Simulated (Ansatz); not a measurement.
Species: C2H2F3, charge 0, multiplicity 2. It need not be the lowest isomer of its formula. 
Coordinates optimised at B3LYP-D3(BJ)/def2-TZVP (Ansatz, an electronic-structure program):
SMILES: C([C](F)F)F
```xyz
7

F     -1.6277    -0.2207     0.9501
C     -0.9762    -0.1382    -0.2657
C      0.5042    -0.1709    -0.0511
F      1.0185     0.8674     0.6023
F      1.2060    -0.4204    -1.1591
H     -1.2744     0.8014    -0.7478
H     -1.2645    -0.9834    -0.8915
```
Charge 0, spin multiplicity 2.

Atomisation energy built up term by term with Ansatz (kcal/mol; UHF references for open shells; valence terms freeze the core; atomic spin-orbit terms are left out). Basis-set limits of correlation are two-point, X^-3; Hartree-Fock from the larger set (for Q and 5 zeta extrapolated as (X+1)exp(-9√X)).

| term | basis | kcal/mol |
|---|---|---|
| Hartree-Fock | CBS(cc-pVQZ,cc-pV5Z) | 441.14 |
| CCSD correlation | CBS(cc-pVQZ,cc-pV5Z) | 175.55 |
| (T) | CBS(cc-pVQZ,cc-pV5Z) | 14.22 |
| core correlation | cc-pwCVTZ | 2.23 |
| scalar relativity (X2C) | cc-pVTZ-DK against cc-pVTZ | -0.85 |
| sum: De |  | 632.3 |

(T) makes 2.3 % of the CCSD(T) atomisation energy; under 5 % is typical of single-reference molecules.
